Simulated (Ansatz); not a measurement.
[CuF2]- (CuF2⁻). The state is a singlet with charge -1. Geometry relaxed at PBE0-D4/def2-TZVPD.

```csv
atom,x (Å),y (Å),z (Å)
Cu1,0.0000,0.0000,0.0000
F2,0.1307,1.7027,0.5851
F3,-0.1307,-1.7027,-0.5851
```

The restricted singlet is unstable towards broken spin symmetry in Hartree–Fock (as tested in another run); at PBE0-D4/def2-TZVPD this wasn't settled. The relaxation made no stability test and no search for a lower SCF solution.

**Question.** Estimate the harmonic wavenumbers at RKS PBE0-D4/def2-TZVPD (Ansatz, unscaled). Is this a minimum?

**Answer.** 174, 174, 473, 592 cm⁻¹. Yes, no mode is imaginary beyond noise. Zero-point energy 8.4 kJ/mol. It took 11 s on 4 threads of Arm Neoverse V1 on a shared host.
